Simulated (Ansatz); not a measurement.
Series V(NH)X3: PBE-D4/def2-SVP single points in Ansatz on relaxed structures, gas phase. Names give formal oxidation states. The structures are stationary points that may keep the symmetry of their start. Remarks come from the PBE and PBE0 runs and from stability tests at other levels; not every state was tested.

| species | atoms | state | geometry | HOMO (eV) | LUMO (eV) | gap (eV) | point group (within 0.1 Å) | remarks |
| --- | --- | --- | --- | --- | --- | --- | --- | --- |
| V(NH)Cl3 (VNCl3H) | 6 | singlet | PBE-D4/def2-SVP | -7.27 | -4.48 | 2.79 | C3v | restricted SCF unstable in HF |
| V(NH)F3 (VNF3H) | 6 | singlet | PBE-D4/def2-SVP | -7.63 | -3.99 | 3.65 | C3v | restricted SCF unstable in HF |
| V(NH)(OH)3 (VNO3H4) | 9 | singlet | PBE0-D4/def2-SVP | -6.57 | -2.03 | 4.53 | C3v | restricted SCF unstable in HF |

The gap (eV) runs from 2.79 (V(NH)Cl3) to 4.53 (V(NH)(OH)3).
